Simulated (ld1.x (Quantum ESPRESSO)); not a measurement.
## neon (Ne), RRKJ: configuration errors across variants

| Property | Result |
| --- | --- |
| Element | neon (Ne) |
| Generator | ld1.x (Quantum ESPRESSO) 7.5 |
| Type | norm-conserving RRKJ (Kleinman–Bylander form) |
| Functional | LDA (PZ) |
| Relativity | non-relativistic |
| Frozen core | none |
| Valence charge | 10 |
| Reference configuration | 1s2 2s2 2p6 |
| Partial waves | 2p (bound): rc 1.05 bohr; 3d channel at 0.3 Ry: rc 1.10 bohr; 1s (bound): rc 0.30 bohr |
| Local potential | the s channel |
| Core correction | none |
| rho0 | 0.02 |

Occupied shells without a wave of their own: 2s. They enter only through the test configuration that unscreens the potential.

All-electron excitation energies from the reference (eV): (1) 1s2 2s2 2p5 22.668; (2) 1s2 2s2 2p4 66.083; (3) 1s2 2s2 2p3 133.614; (4) 1s2 2s1 2p6 45.428; (5) 1s2 2s2 2p5.5 8.969; (6) 1s2 2s2 2p2 228.299; (7) 1s1 2s2 2p6 873.673; (8) 1s2 2s2 2p5 spin 22.195; (9) 1s2 2s2 2p4 spin 63.831.

Spin tests fill each open shell by Hund’s rule, majority spin first.

For the base: The 2s level has no wave, so the channel is fitted at the deeper level alone: the likely source of the large errors.

5 further variants failed, have other tests or another functional or relativity, and are left out.

The file “base” misses its own reference levels by 2.7 eV. The file “wave 1s (bound): rc 0.30 bohr becomes 1s (bound): rc 0.44 bohr” misses its own reference levels by 10.4 eV. The file “wave 3d channel at 0.3 Ry: rc 1.10 bohr becomes 3d channel at 6.48 Ry: rc 1.10 bohr” misses its own reference levels by 2.7 eV. The file “wave 3d channel at 0.3 Ry: rc 1.10 bohr becomes 3d channel at 0.3 Ry: rc 1.58 bohr” misses its own reference levels by 2.7 eV. The file “wave 2p (bound): rc 1.05 bohr becomes 2p (bound): rc 0.78 bohr” misses its own reference levels by 2.7 eV. The file “wave 2p (bound): rc 1.05 bohr becomes 2p (bound): rc 0.74 bohr” misses its own reference levels by 2.7 eV. The file “wave 1s (bound): rc 0.30 bohr becomes 1s (bound): rc 0.38 bohr” misses its own reference levels by 6.4 eV.

Errors AE − PS in meV (a dash: test not solved or not reliable):

| change | (1) | (2) | (3) | (4) | (5) | (6) | (7) | (8) | (9) | bound ghosts |
| --- | --- | --- | --- | --- | --- | --- | --- | --- | --- | --- |
| base | +31 | +191 | +641 | +2907 | +6.2 | +1651 | +1325 | +40 | +227 | not determined |
| wave 1s (bound): rc 0.30 bohr becomes 1s (bound): rc 0.44 bohr | +131 | +630 | +1673 | +11290 | +29 | +3517 | +5369 | +150 | +713 | not determined |
| wave 3d channel at 0.3 Ry: rc 1.10 bohr becomes 3d channel at 6.48 Ry: rc 1.10 bohr | +31 | +191 | +641 | +2907 | +6.2 | +1651 | +1325 | +40 | +227 | not determined |
| wave 3d channel at 0.3 Ry: rc 1.10 bohr becomes 3d channel at 0.3 Ry: rc 1.58 bohr | +31 | +191 | +641 | +2907 | +6.2 | +1651 | +1325 | +40 | +227 | not determined |
| wave 2p (bound): rc 1.05 bohr becomes 2p (bound): rc 0.78 bohr | +25 | +122 | +334 | +2926 | +5.4 | +731 | +1793 | +35 | +172 | not determined |
| wave 2p (bound): rc 1.05 bohr becomes 2p (bound): rc 0.74 bohr | +24 | +118 | +315 | +2926 | +5.4 | +671 | +1924 | +34 | +166 | not determined |
| wave 1s (bound): rc 0.30 bohr becomes 1s (bound): rc 0.38 bohr | +72 | +372 | +1069 | +6905 | +16 | +2426 | +3044 | +85 | +429 | not determined |

Problem. Give the same row for: all radii scaled by about 1.13 (s 0.34, p 1.18, d 1.24 bohr).

Solution. +58, +355, +1169, +4763, +12, +2935, +1862, +64, +368; bound ghosts: not determined.
